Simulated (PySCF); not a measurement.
Isomers of CH5GeNO. Level of theory: PySCF 2.14.0, PBE0-D3(BJ)/def2-SVP geometry optimisation, gas phase. One conformer each; no zero-point energy, no entropy. No frequencies were run at this level. Point groups hold within 0.08 Å.

Question: Order them by energy at this level, lowest first, and give relative energies in kcal/mol.
A. `[NH2:1][GeH2:2][CH:3]=[O:4]` with H–N1–Ge2–C3 -154° and 80°, N1–Ge2–C3–O4 -156°
B. `[H]/[N:1]=[CH:2]/[O:3][GeH3:4]` with N1–C2–O3–Ge4 0°
C. `[O:1]=[CH:2][NH:3][GeH3:4]` with O1–C2–N3–Ge4 0°

Answer: C (0.0), B (10.0), A (25.6).

As drawn, the lowest has a C(=O)–N unit, which the highest lacks.

```
           SMILES       E (Eh)  E rel (kcal/mol)  dipole (D)  point group      A, B, C (MHz)
    O=C[NH][GeH3]  -2247.26900               0.0        3.39           Cs  13305, 2725, 2330
[H]/N=C/[O][GeH3]  -2247.25303              10.0        0.67           Cs  13165, 2993, 2519
[NH2][GeH2][CH]=O  -2247.22825              25.6        2.93           C1  12738, 2752, 2378
```
